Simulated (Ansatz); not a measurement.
Calculated with Ansatz (gas phase, PBE0-D4/def2-TZVP geometries, no zero-point term in ΔE). CCSD(T)/CBS is the MP2 limit (def2-TZVPP, def2-QZVPP) plus CCSD(T) − MP2 in def2-TZVPP, frozen cores. This one scheme is used for every species. Functionals use def2-TZVPP. B3LYP here is the variant with VWN-RPA as its local correlation; programs differ in this. Each species was taken in one conformer, which may not be the lowest.

Consider the substitution at a C–F bond: `OC1(F)BC1` + CH₃OH → `COC1(O)BC1` + H–F.

Is it downhill or uphill in electronic energy at CCSD(T)/CBS, and by how much? (Best estimate.)

Computed: Downhill: ΔE = -0.30 eV.

What do these levels give: r2SCAN-D4, PBE0-D4, PBE, r2SCAN, B3LYP, SCS-MP2/def2-TZVPP, CCSD/def2-TZVPP, CCSD(T)/def2-TZVPP, SCS-MP2/def2-QZVPP, HF/CBS(def2), MP2/CBS(def2), CCSD/CBS(def2)? (Estimate.)

The calculation gave: r2SCAN-D4 -0.19, PBE0-D4 -0.22, PBE -0.15, r2SCAN -0.18, B3LYP -0.09, SCS-MP2/def2-TZVPP -0.28, CCSD/def2-TZVPP -0.25, CCSD(T)/def2-TZVPP -0.29, SCS-MP2/def2-QZVPP -0.29, HF/CBS(def2) -0.05, MP2/CBS(def2) -0.37, CCSD/CBS(def2) -0.26 eV.

Largest T1 diagnostic among the species: 0.013.

The D4 term adds −0.10 eV with B3LYP and −0.06 eV with PBE0; it sums over pairs of atoms, weighted by their polarisabilities, and B3LYP, whose exchange is more repulsive, gets the larger term. In def2-TZVPP, CCSD(T) changes the Hartree–Fock value by −0.24 eV (the triples alone add −0.04 eV) and MP2 by −0.31 eV.
